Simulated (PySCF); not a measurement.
## Structure elucidation problem

Molecular formula: C7H12BF. Simulated spectra:

$^{1}$H NMR (500 MHz, computed): δ 7.62 (br, 1H), 6.59 (m, 1H), 4.62 (m, 1H), 2.71 (m, 1H), 2.10 (m, 1H), 2.10 (m, 1H), 1.83 (m, 1H), 1.60 (m, 1H), 1.51 (m, 1H), 1.02 (m, 1H), 0.75 (m, 1H), 0.55 (m, 1H).

$^{13}$C{$^{1}$H} NMR (computed): δ 153.9 (CH), 126.6 (CH), 38.1 (CH2), 36.1 (CH2), 30.8 (CH), 29.9 (CH2), 25.0 (CH2).

Calculated, not measured (PySCF 2.14.0 with density-fitted response routines): PBE0-D3(BJ)/def2-SVP geometry, shielding tensors at PBE0/pcSseg-1 (GIAO). Single conformer, no solvent model, non-relativistic.

Shifts are taken against calculated references (same method and geometry level): $^{1}$H (31.27 ppm), $^{13}$C (184.41 ppm) against TMS.

What is the structure?

Answers


7 carbon signals for 7 carbons: no two carbons are equivalent. Carbon types of the structure: 3 × CH, 4 × CH2, leaving 1 H on heteroatoms. δC 153.9, 126.6: alkene CH; the olefinic region. δC 36.1, 25.0: sp3 CH2 in a ring; aliphatic region, no heteroatom directly attached. δC 30.8: allylic sp3 CH; a saturated carbon with 3 carbon neighbours and no heteroatom attached. δH 7.62: hydrogen on a boron bonded to 2 C, in a 6-membered ring. δH 6.59, 4.62: hydrogen on an alkene CH; attached to an sp2 carbon and in the plane of the double bond. δH 2.71: hydrogen on an allylic sp3 CH; allylic position. δH 1.83, 1.60, 1.51, 1.02: hydrogen on an sp3 CH2 in a ring.

Structure: SMILES F/C=C\[C@@H]1CBCCC1.

The shifts were computed for this structure.

Hydrogens on boron are broadened and split by $^{11}$B (spin 3/2, 80 %) and 10B (spin 3). A carbon bonded to boron is broadened by the quadrupolar boron nucleus and is often missing from a measured spectrum. Splittings by $^{19}$F in the carbon and heteronuclear signals aren't shown, as no couplings were computed. Shifts are as computed. Against solution values, carbons near 30 ppm lie about +2 ppm off and those near 130 ppm about +5 ppm. Of 1211 compounds with measured shifts, 218 miss one by over three times the rms of a fit or turn the order of signals round; such compounds aren't used in these exercises. No couplings were computed; multiplicities are counted from neighbouring protons, with m where these are inequivalent, close in shift, in a saturated or five-membered ring or joined by F or P, and br s for small geminal =CH2 splittings.
